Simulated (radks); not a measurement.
Ne III, configuration [He] 2s2 2p4 (the NIST ground configuration). Calculated with a radial shooting solver on a logarithmic mesh with Libxc functionals: Dirac Kohn-Sham, BLYP, spin-unpolarised, spherical densities, finite nucleus; open shells fill j = l - 1/2 first; Fermi nuclear charge, rms radius 3.0055 fm.

Normalised radial functions P(r) = r R(r) (large component), r in bohr:

r	1s1/2	2s1/2	2p1/2
0.01022	0.5649	0.1445	0.0035
0.01249	0.6741	0.1723	0.0051
0.01537	0.8059	0.2058	0.0075
0.01878	0.9509	0.2425	0.0110
0.02312	1.1205	0.2851	0.0162
0.02824	1.2997	0.3298	0.0235
0.03477	1.4987	0.3784	0.0344
0.04246	1.6949	0.4248	0.0494
0.05186	1.8851	0.4670	0.0703
0.06386	2.0609	0.5008	0.1004
0.07799	2.1896	0.5160	0.1400
0.09603	2.2591	0.5044	0.1949
0.1173	2.2433	0.4565	0.2637
0.1444	2.1253	0.3581	0.3540
0.1764	1.9107	0.2098	0.4591
0.2154	1.6103	0.0079	0.5802
0.2652	1.2407	-0.2497	0.7163
0.324	0.8769	-0.5217	0.8462
0.3989	0.5417	-0.7944	0.9637
0.4872	0.2963	-1.0041	1.0405
0.5998	0.1325	-1.1242	1.0626
0.7326	0.0497	-1.1204	1.0167
0.8948	0.0146	-1.0022	0.9059
1.102	0.0030	-0.7910	0.7371
1.346	0.0004	-0.5543	0.5494
1.657	0.0000	-0.3292	0.3601
2.024	0.0000	-0.1684	0.2101
2.491	0.0000	-0.0680	0.1013
3.043	0.0000	-0.0220	0.0407

1s1/2: eigenvalue -882.35 eV, 0 radial nodes, <r> = 0.158 bohr, 90 % of the charge inside 0.282 bohr. 2s1/2: eigenvalue -77.980 eV, 1 radial node at r = 0.217 bohr, <r> = 0.830 bohr, 90 % of the charge inside 1.31 bohr. 2p1/2: eigenvalue -54.936 eV, 0 radial nodes, <r> = 0.811 bohr, 90 % of the charge inside 1.37 bohr.
